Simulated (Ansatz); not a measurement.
Job for Ansatz (a quantum-chemistry and plane-wave program): U-CCSD(T)/cc-pVDZ on aminoborane (SMILES BN), a point of a bond scan (R = 0.906 Å).

Ansatz 0.2 input:
```yaml
crystal:
  periodic: [false, false, false]
  atoms:
    - {symbol: B, position_ang: [-0.77598333, 0.04477233, -0.00303336]}
    - {symbol: N, position_ang: [0.60927771, -0.03515382, 0.00238170]}
    - {symbol: H, position_ang: [-1.41381575, -0.96287333, -0.03105655]}
    - {symbol: H, position_ang: [-1.29389237, 1.11910141, 0.02047198]}
    - {symbol: H, position_ang: [1.14967030, 0.69200493, 0.02303051]}
    - {symbol: H, position_ang: [1.11296685, -0.90681330, -0.01624534]}
basis:
  gaussian:
    orbitals: cc-pVDZ
correlation: {method: ccsd_t, electrons: outside_noble_gas}
scf: {omitted_lower_state_checks: [cluster_reference]}
magnetization: {spin_polarized: true, initial_magnetization: 0}
```

Problem. What total energy does the run end on?

Solution. -81.7865 hartree (reference determinant -81.4893, T1 diagnostic 0.014).
